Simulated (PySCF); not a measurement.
## How methods differ on the ionisation energy of I²⁺

I²⁺ [Kr] 4d10 5s2 5p3 (4S) → I³⁺ [Kr] 4d10 5s2 5p2 (3P), as a difference of total energies. All numbers are calculated (PySCF 2.14, the spin-free X2C one-electron Hamiltonian (Gaussian nucleus), in aug-cc-pwCVTZ-DK3 with one added diffuse shell each of s, p, d, f type (11s10p8d5f1g, 125 functions)). Correlated levels: valence: [Kr] 4d10 frozen; valence and next inner shell: [Ar] 3d10 frozen. The calculations carry no spin-orbit coupling.

Order these methods by the ionisation energy they give, lowest first.
A. SCS-MP2 (valence and next inner shell)
B. MP2 (valence and next inner shell)
C. PBE
D. SCS-MP2 (valence)

D (30.174 eV), C (30.286 eV), A (30.378 eV), B (30.580 eV).

A first-order spin-orbit estimate (lowest level to lowest level, LS coupling) adds -0.833 eV.

Errors of the correlated levels include the incompleteness of this basis and the frozen core.

For comparison: 29.57 ± 0.025 eV (measured; NIST Atomic Spectra Database, ionization energies).
